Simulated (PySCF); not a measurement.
Compound: 4-fluorothioanisole, C7H7FS.
Numbering: `[CH3:1][S:2][c:3]1[cH:4][cH:5][c:6]([F:7])[cH:8][cH:9]1` (hydrogens: H10, H11, H12 on C1; H13 on C4; H14 on C5; H15 on C8; H16 on C9)

Vertical excitations from PySCF (density fitting, frozen core in the response, grid level 2 and gas phase unless stated; continuum runs use non-equilibrium linear response for the excitations) on a GFN2-xTB geometry. Reference run:

```
                              settings    S1, eV (f)    S2, eV (f)    S3, eV (f)    S4, eV (f)    S5, eV (f)    S6, eV (f)  T1, eV (Tamm–Dancoff)  mean α (au)
PBE0/def2-SVPD, full TDDFT, 6 singlets  4.49 (0.020)  5.17 (0.246)  5.23 (0.000)  5.74 (0.004)  6.08 (0.013)  6.26 (0.020)                   3.72        102.9
```

**Question.** What do these settings give: wB97X/def2-SVPD, energy threshold 1e-11 Eh, full TDDFT, 25 singlets?

**Answer.** 
| settings | S1, eV (f) | S2, eV (f) | S3, eV (f) | S4, eV (f) | S5, eV (f) | S6, eV (f) | T1, eV (Tamm–Dancoff) | mean α (au) |
| --- | --- | --- | --- | --- | --- | --- | --- | --- |
| wB97X/def2-SVPD, energy threshold 1e-11 Eh, full TDDFT, 25 singlets | 4.92 (0.026) | 5.54 (0.236) | 5.60 (0.000) | 6.37 (0.014) | 6.77 (0.009) | 6.80 (0.171) | 3.91 | 101.4 |

S1 moves by +0.43 eV (wB97X has range-separated exact exchange, PBE0 25 % exact exchange). States are counted by energy in each run and needn't keep their character from row to row.

**Question.** Give the leading configurations of S1 (H = HOMO, L = LUMO) and the HOMO–LUMO gap of each run.

**Answer.** 
```json
{"settings": "PBE0/def2-SVPD, full TDDFT, 6 singlets", "S1 configurations (weight)": "H→L 0.94", "S1 (eV)": "4.49", "orbital gap (eV)": "5.47", "S1 − gap (eV)": "-0.98"}
{"settings": "wB97X/def2-SVPD, energy threshold 1e-11 Eh, full TDDFT, 25 singlets", "S1 configurations (weight)": "H→L 0.85, H−1→L+1 0.10", "S1 (eV)": "4.92", "orbital gap (eV)": "9.63", "S1 − gap (eV)": "-4.71"}
```

The values belong to the conformer `[CH3:1][S:2][c:3]1[cH:4][cH:5][c:6]([F:7])[cH:8][cH:9]1`: C1–S2–C3–C4 0°.
